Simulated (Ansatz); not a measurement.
Species: H4GeO4, SMILES `[OH][Ge]([OH])([OH])[OH]` (charge 0, multiplicity 1).

Question: Give a relaxed geometry from PBE-D3(BJ)/def2-TZVP (Ansatz, a program for electronic structure).

Answer: This is not unique; one that fits is the end point of this relaxation, one of several conformers (outside a Z-matrix the atoms follow the SMILES, hydrogens last).
Z-matrix (Å, degrees):
```
Ge
O 1 1.7816
H 2 0.9733 1 109.84
O 1 1.7816 2 105.80 3 -28.03
H 4 0.9733 1 109.84 2 152.92
O 1 1.7816 2 105.80 3 -152.92
H 6 0.9733 1 109.84 2 28.00
O 1 1.7816 2 117.09 3 89.53
H 8 0.9734 1 109.82 2 89.59
```
